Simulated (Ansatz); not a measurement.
Two isomers of CH9GeNSi: A = `[CH3][GeH2][NH][SiH3]`, B = `C[SiH2][NH][GeH3]`.

Gas-phase electronic energies from Ansatz, PBE0-D4/def2-TZVP geometries. CBS: MP2 limit from def2 TZ/QZ plus the TZ coupled-cluster correction, frozen cores. Functionals use def2-TZVPP. B3LYP here is the variant with VWN-RPA as its local correlation; programs differ in this. For Ge outer-core shells are correlated without core-valence functions, which leaves a few kJ/mol of doubt a bond. Scalar relativity is left out up to krypton. Each species was taken in one conformer, which may not be the lowest.

A:

```xyz
13

C    -0.6198    0.2285   -1.9224
Ge   -0.9737   -0.7429   -0.2728
N     0.5261   -0.7142    0.8030
Si    1.1744    0.6521    1.6101
H     0.2103   -0.2349   -2.4570
H    -1.5018    0.2273   -2.5654
H    -0.3566    1.2624   -1.6946
H    -2.1597   -0.0984    0.4762
H    -1.2723   -2.2307   -0.5392
H     0.8872   -1.6255    1.0384
H     2.6471    0.7717    1.4157
H     0.5077    1.8480    1.0258
H     0.9311    0.6566    3.0822
```

B:

Z-matrix (Å, degrees):
```
C
Si 1 1.866
H 1 1.093 2 110.6
H 1 1.092 2 111.0 3 120.5
H 1 1.094 2 110.9 3 -119.3
N 2 1.722 1 111.7 3 180.0
H 2 1.495 1 107.8 3 55.6
H 2 1.489 1 111.1 3 -62.1
Ge 6 1.837 2 127.3 1 139.4
H 6 1.010 2 117.1 1 -56.5
H 9 1.539 6 108.1 2 -151.8
H 9 1.543 6 112.0 2 88.4
H 9 1.534 6 107.1 2 -31.9
```

**Question.** Which is lower in electronic energy at CCSD(T)/CBS, and by how much? (Best estimate.)

**Answer.** Computed: B, by 2.1 kcal/mol.

**Question.** Give E(B) − E(A) in kcal/mol with BLYP-D4, B2PLYP, B3LYP-D4, PBE0-D4, MP2/def2-TZVPP, B3LYP, r2SCAN-D4. (Estimate.)

**Answer.** Computed: BLYP-D4 -2.6, B2PLYP -2.4, B3LYP-D4 -2.6, PBE0-D4 -2.9, MP2/def2-TZVPP -1.5, B3LYP -2.8, r2SCAN-D4 -3.1. None reverses the order clearly.

**Question.** Does the order hold for the free energy at 298.15 K (harmonic terms from PBE0-D4)? (Estimate.)

**Answer.** Computed: Yes: G(B) − G(A) = -2.2 kcal/mol, for one conformer each. Modes under 60 cm⁻¹, often nearly free rotors, make the harmonic entropy too high.

Largest T1 diagnostic: 0.011.

Leaving LDA and LC-ωPBE aside and taking each functional with its dispersion term where it has one, the values, not all of them listed here, spread over 1.7 kcal/mol, from B97M-V to B2PLYP.
